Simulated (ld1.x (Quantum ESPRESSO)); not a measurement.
**lanthanum (La), RRKJ: configuration errors across variants**

```json
{
 "Element": "lanthanum",
 "Generator": "ld1.x (Quantum ESPRESSO) 7.5",
 "Type": "norm-conserving RRKJ (Kleinman–Bylander form)",
 "Functional": "PBE",
 "Relativity": "fully relativistic",
 "Frozen core": "[Kr] 4d10",
 "Valence charge": "11",
 "Reference configuration": "4f0 5s2 5p6 5d1 6s0 6p0 (charge +2)",
 "Partial waves": "5s (bound): rc 2.35 bohr; 5p (bound): rc 2.40 bohr; 5d (bound): rc 2.45 bohr; 4f (bound, empty): rc 1.40 bohr",
 "Local potential": "all-electron potential smoothed inside 1.75 bohr (lloc = -1)",
 "Core correction": "Bessel-smoothed model core, default radius (core density twice the valence density)",
 "rho0": "0.02"
}
```

Open shells are filled in proportion to 2j + 1 (rel_dist='average').

All-electron excitation energies from the reference (eV): (1) 4f0 5s2 5p6 5d0 6s0 6p0 18.938; (2) 4f0 5s2 5p6 5d2 6s0 6p0 -10.814; (3) 4f0 5s2 5p6 5d1 6s0 6p1 -7.939.

Tests that are not counted but printed errors over 1 eV. “base”: 4f0 5s1 5p6 5d1 6s2 6p0 (solver errors, printed error -26.7 eV); 4f0 5s2 5p6 5d1 6s2 6p0 (solver errors, printed error -9.5 eV); 2 more. “wave 5p (bound): rc 2.40 bohr becomes 5p (bound): rc 2.02 bohr”: 4f0 5s1 5p6 5d1 6s2 6p0 (solver errors, printed error -11.3 eV); 4f0 5s2 5p6 5d1 6s2 6p0 (solver errors, printed error -9.5 eV); 2 more. “wave 5p (bound): rc 2.40 bohr becomes 5p (bound): rc 2.20 bohr”: 4f0 5s1 5p6 5d1 6s2 6p0 (solver errors, printed error -22.5 eV); 4f0 5s2 5p6 5d1 6s2 6p0 (solver errors, printed error -9.5 eV); 2 more. “wave 5p (bound): rc 2.40 bohr becomes 5p (bound): rc 2.70 bohr”: 4f0 5s1 5p6 5d1 6s2 6p0 (solver errors, printed error -22.4 eV); 4f0 5s2 5p6 5d1 6s2 6p0 (solver errors, printed error -13.2 eV); 2 more. “wave 5p (bound): rc 2.40 bohr becomes 5p (bound): rc 2.92 bohr”: 4f0 5s1 5p6 5d1 6s2 6p0 (solver errors, printed error -22.4 eV); 4f0 5s2 5p6 5d1 6s2 6p0 (solver errors, printed error -9.5 eV); 2 more.

2 further variants failed, have other tests or too few solved ones, and are left out.

A true bound ghost makes a file unfit for plane-wave use even where its test errors are small: the radial tests pick states by their node count and pass the ghost by. Where a test does run into it, the solver fails or the error is huge.

Errors AE − PS in meV (a dash: test not solved or not reliable):

| change | (1) | (2) | (3) | bound ghosts |
| --- | --- | --- | --- | --- |
| base | +3.1 | +0.4 | +70 | not determined |
| wave 5p (bound): rc 2.40 bohr becomes 5p (bound): rc 2.02 bohr | +3.7 | +1.1 | +28 | not determined |
| wave 5p (bound): rc 2.40 bohr becomes 5p (bound): rc 2.20 bohr | +3.3 | +0.8 | +41 | not determined |
| wave 5p (bound): rc 2.40 bohr becomes 5p (bound): rc 2.70 bohr | +4.4 | +0.5 | +114 | s |
| wave 5p (bound): rc 2.40 bohr becomes 5p (bound): rc 2.92 bohr | +7.0 | +1.1 | +152 | s |
| wave 5p (bound): rc 2.40 bohr becomes 5p (bound): rc 3.18 bohr | +7.5 | +1.1 | +154 | s |
| wave 5p (bound): rc 2.40 bohr becomes 5p (bound): rc 3.36 bohr | +5.5 | +0.1 | +131 | s |
| wave 5p (bound): rc 2.40 bohr becomes 5p (bound): rc 3.58 bohr | -2.3 | -4.5 | +45 | s |

Problem. Give the same row for: wave 5p (bound): rc 2.40 bohr becomes 5p (bound): rc 2.52 bohr.

Solution. +3.5, +0.4, +91; bound ghosts: not determined. Not counted: 4f0 5s1 5p6 5d1 6s2 6p0 (solver errors, printed error -26.6 eV); 4f0 5s2 5p6 5d1 6s2 6p0 (solver errors, printed error -9.5 eV); 2 more.
